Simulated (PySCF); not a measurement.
[(Cl)3Si]2NH.
Structure used (PBE0-D3(BJ)/def2-SVP), in Å, numbered top down from 1:
```
atom  x, y, z in Å
Si1   -1.314   -0.624   -0.562
Cl2   -2.566    0.223   -1.937
Cl3   -2.442   -1.310    0.996
Cl4   -0.321   -2.204   -1.383
N5    -0.189    0.580   -0.078
Si6    1.393    0.452    0.577
Cl7    2.831    0.312   -0.863
Cl8    1.520   -1.193    1.775
Cl9    1.738    2.152    1.655
H10   -0.525    1.537   -0.177
```

Computed at PBE0/pcSseg-1 (PySCF, non-relativistic), with Q(35Cl) = −0.0817 b, Q(14N) = 0.02044 b: Cl2, 35Cl (I = 3/2): χzz = -45.91 MHz, η = 0.065; Cl3, 35Cl (I = 3/2): χzz = -45.95 MHz, η = 0.025; N5, 14N (I = 1): χzz = -3.827 MHz, η = 0.262.

Question: Where would the pure quadrupole (NQR) lines of 35Cl at Cl2 fall for the rigid, isolated species?

Answer: From ν = (|χ|/2)√(1 + η²/3): ν = 22.97 MHz (chlorine bonded to Si). For 37Cl the ratio of quadrupole moments, 0.7881, gives 18.10 MHz.

Question: Where would the pure quadrupole (NQR) lines of 35Cl at Cl3 fall for the rigid, isolated species?

Answer: From ν = (|χ|/2)√(1 + η²/3): ν = 22.98 MHz (chlorine bonded to Si). For 37Cl the ratio of quadrupole moments, 0.7881, gives 18.11 MHz.

Question: Where would the pure quadrupole (NQR) lines of 14N at N5 fall for the rigid, isolated species?

Answer: From ν± = (3/4)|χ|(1 ± η/3) and ν0 = |χ|η/2: ν+ 3.122 MHz, ν− 2.619 MHz, ν0 0.502 MHz (nitrogen bonded to 2 Si and H).

Question: Apply the simplest Townes–Dailey estimate (no s hybridisation, no π bonding), ionic character = 1 − χzz/χ0, where χ0 is the coupling for one missing p electron along the bond: −109.74 MHz for 35Cl.

Answer: Cl2 on Si1: 1 − (-45.91)/(-109.74) = 0.58; Cl3 on Si1: 1 − (-45.95)/(-109.74) = 0.58. In this model a purely covalent bond gives χ0 and a free halide ion gives zero; s hybridisation or π bonding, where present, is counted here as ionic character.

In a crystal, neighbours and librations shift these lines. The basis is small and wasn't made for field gradients, so the couplings can be 20 % off.
